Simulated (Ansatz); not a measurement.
`[F][GeH2][O]C(F)(F)F` and `FC(F)(F)[O][GeH3]` differ in one atom or group.

Ansatz, PBE0-D4/def2-TZVP geometries, multiplicity 1. Each molecule was computed in one conformer, which needn't be the lowest.

Scalar relativity is left out up to krypton.

```tsv
property	`[F][GeH2][O]C(F)(F)F`
HOMO energy (PBE0/def2-TZVPP) / eV	-10.20
size of the dipole moment (ωB97M-V/def2-TZVPP) / D	3.28
HOMO–LUMO gap (ωB97M-V/def2-TZVPP) / eV	14.14
LUMO energy (PBE0/def2-TZVPP) / eV	-0.24
size of the dipole moment (B3LYP/def2-TZVPP) / D	3.28
HOMO energy (ωB97M-V/def2-TZVPP) / eV	-12.53
```

(1) Give the same properties after the change, and the shifts. (Estimate.)

Results:

(1) The calculation gave: 
```json
{"property": "HOMO energy (PBE0/def2-TZVPP) / eV", "`FC(F)(F)[O][GeH3]`": "-9.59", "shift": "0.61"}
{"property": "size of the dipole moment (ωB97M-V/def2-TZVPP) / D", "`FC(F)(F)[O][GeH3]`": "3.21", "shift": "-0.07"}
{"property": "HOMO–LUMO gap (ωB97M-V/def2-TZVPP) / eV", "`FC(F)(F)[O][GeH3]`": "13.45", "shift": "-0.69"}
{"property": "LUMO energy (PBE0/def2-TZVPP) / eV", "`FC(F)(F)[O][GeH3]`": "-0.33", "shift": "-0.09"}
{"property": "size of the dipole moment (B3LYP/def2-TZVPP) / D", "`FC(F)(F)[O][GeH3]`": "3.19", "shift": "-0.09"}
{"property": "HOMO energy (ωB97M-V/def2-TZVPP) / eV", "`FC(F)(F)[O][GeH3]`": "-11.93", "shift": "0.60"}
```

With PBE0 the HOMO rises by 0.61 eV and the LUMO falls by 0.09 eV, so the gap narrows by about 0.70 eV. PBE moves the HOMO by 0.55 eV and ωB97M-V by 0.60 eV. Dipoles are sizes alone; their direction can turn.

B3LYP here is the variant with VWN-RPA as its local correlation; programs differ in this.
